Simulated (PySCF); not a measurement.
**Spin states of RhH**

Unrestricted PBE0; basis H x2c-TZVPPall, Rh x2c-TZVPPall; spin-free X2C with a Gaussian nucleus; PySCF 2.14. Outer shells of the fragments: H 1s1; Rh 4d8 5s1.

Followed along the bond (rough minima from three points):

| 2Ms+1 | unpaired | ⟨S²⟩ at the start | R at minimum (Å) | Te (eV) |
| --- | --- | --- | --- | --- |
| 3 | σ ↑, δ ↑ | 2.01 | 1.55 | 0.00 |
| 3 | σ ↑, π ↑ | 2.01 | 1.61 | 0.54 |
| 1 | σ ↓, δ ↑ | 1.00 | 1.54 | 0.56 |
| 1 | none | 0.00 | 1.52 | 0.69 |
| 1 | σ ↓, π ↑ | 1.01 | 1.59 | 0.81 |
| 3 | δ ↑↑ | 2.01 | 1.58 | 1.18 |

Solutions found at the starting distance of 1.495 Å, counted from the lowest of them; the search is not exhaustive and high or unbound solutions are not listed, so other states can lie among these:

```
2Ms+1        unpaired   term  E (eV)  ⟨S²⟩  ⟨Lz²⟩  μ (D)
    3        σ ↑, δ ↑     ³Δ    0.00  2.01   4.01   2.08
    1        σ ↓, δ ↑  mixed    0.55  1.00   4.01   2.00
    3        σ ↑, π ↑  mixed    0.61  2.01   2.05   2.39
    1            none    ¹Σ⁺    0.67  0.00   0.00   1.74
    1        σ ↓, π ↑  mixed    0.85  1.01   1.54   2.24
    3            δ ↑↑    ³Σ⁻    1.21  2.01   0.00   2.31
    1            δ ↑↓  mixed    1.49  1.00   8.01   2.32
    1        π ↓, δ ↑  mixed    1.64  1.00   4.43   2.55
    1            none  mixed    2.39  0.00   8.00   2.32
    5  σ ↑↑, π ↑, δ ↑  mixed    2.80  6.00   4.99  -1.06
    5  σ ↑↑, π ↑, δ ↑  mixed    2.81  6.00   4.95  -1.00
    5      σ ↑↑, δ ↑↑    ⁵Σ⁻    3.08  6.00   0.00  -0.86
    5      σ ↑↑, π ↑↑    ⁵Σ⁻    3.21  6.00   0.00  -1.24
    5  σ ↑, π ↑↑, δ ↑     ⁵Δ    4.27  6.00   4.01   0.02
```

A term symbol is given only where ⟨S²⟩ and ⟨Lz²⟩ are close to those of a pure state; real π, δ and φ orbitals otherwise mix terms. A positive dipole means H(−)Rh(+).

Problem. Compare the gap between the two lowest followed solutions at the starting distance with the gap between their minima.

Solution. At PBE0 the second solution (triplet, unpaired electrons σ ↑, π ↑) lies +0.61 eV from the first (triplet, unpaired electrons σ ↑, δ ↑) at 1.495 Å and +0.54 eV at the minima; the two curves relax by different amounts, since their minima lie near 1.61 and 1.55 Å.

Spin–orbit coupling is left out. With d or f electrons several states lie close, and the lowest PBE0 determinant need not be the measured ground state.
